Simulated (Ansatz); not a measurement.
Relaxation of H8OSSi3 (13 atoms, charge 0, multiplicity 1), to a largest force component of 0.02 eV/Å in at most 40 steps.

Method: Ansatz 0.2.0, RKS PBE-D4/STO-3G.

```xyz
13
Properties=species:S:1:pos:R:3
O -3.358 0.153 0.596
Si -1.944 -0.207 -0.069
S -0.667 -0.367 1.587
Si 1.195 -0.853 0.466
Si 2.046 0.923 -0.674
H -3.417 0.226 1.553
H -1.451 0.878 -0.960
H -2.002 -1.480 -0.782
H 0.792 -1.952 -0.425
H 2.118 -1.396 1.460
H 2.354 2.044 0.298
H 3.313 0.531 -1.338
H 1.043 1.464 -1.698
```

Task: Where does it end, and by what steps?

Result: The forces met the threshold. The force dipped under the threshold on the way, but the program's further checks kept it going. Limits of this set-up: minimal basis. After 30 steps the energy has fallen by 0.873 eV; H6 moved furthest, 0.91 Å.

| step | energy less start (eV) | largest force component (eV/Å) | accepted |
| --- | --- | --- | --- |
| 0 | 0.0000 | 3.991 | yes |
| 2 | -0.7087 | 1.171 | yes |
| 4 | -0.7721 | 0.202 | yes |
| 6 | -0.7768 | 0.289 | yes |
| 8 | -0.8165 | 0.586 | yes |
| 10 | -0.8425 | 0.314 | no |
| 12 | -0.8679 | 0.075 | yes |
| 14 | -0.8699 | 0.026 | yes |
| 16 | -0.8705 | 0.014 | yes |
| 18 | -0.8709 | 0.045 | yes |
| 20 | -0.8717 | 0.032 | yes |
| 22 | -0.8720 | 0.040 | yes |
| 24 | -0.8722 | 0.034 | yes |
| 26 | -0.8723 | 0.022 | yes |
| 28 | -0.8725 | 0.030 | yes |
| 30 | -0.8726 | 0.018 | yes |

```xyz
13
Properties=species:S:1:pos:R:3
O -3.475 0.111 0.716
Si -1.948 -0.375 0.067
S -0.519 -0.710 1.636
Si 1.219 -0.918 0.412
Si 1.963 0.968 -0.597
H -3.262 1.027 1.146
H -1.403 0.612 -0.877
H -2.249 -1.594 -0.680
H 1.004 -1.944 -0.608
H 2.261 -1.424 1.297
H 2.051 2.075 0.344
H 3.289 0.753 -1.156
H 1.090 1.385 -1.684
```

Whether the end is a true minimum wasn't checked by a vibrational analysis.

Time of the run: 65 s on 1 thread of Arm Neoverse V2, on a shared host, peak memory 0.12 GiB.
